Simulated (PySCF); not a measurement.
## Working out the ionisation energy of Cu²⁺

Cu²⁺ [Ar] 3d9 (2D) → Cu³⁺ [Ar] 3d8 (3F). All numbers are calculated (PySCF 2.14, the non-relativistic Hamiltonian (point nucleus), in def2-TZVPPD (6s6p4d2f1g, 67 functions)). Frozen: [Ne]. Energies in hartree (1 hartree = 27.21139 eV):

```tsv
part	Cu²⁺ (lower)	Cu³⁺ (upper)
UHF	-1638.048219	-1636.788042
MP2 opposite-spin	-0.431781	-0.357737
MP2 same-spin	-0.211259	-0.167341
```

**Question.** What does Hartree-Fock give?

**Answer.** (-1636.788042) − (-1638.048219) = 1.260177 hartree = 34.291 eV.

**Question.** What do MP2 and SCS-MP2 (6/5 opposite-spin, 1/3 same-spin) give?

**Answer.** The opposite-spin parts differ by 2.015 eV and the same-spin parts by 1.195 eV. MP2: 34.291 + (2.015) + (1.195) = 37.501 eV. SCS-MP2: 34.291 + 1.2 × (2.015) + (1.195)/3 = 37.107 eV.

A first-order spin-orbit estimate adds -0.066 eV to MP2 (valence and next inner shell), giving 37.435 eV against 36.841 ± 0.012 eV (measured; NIST Atomic Spectra Database, ionization energies).

The calculation is non-relativistic.

What remains against the reference includes basis incompleteness, the frozen core and correlation beyond second order.
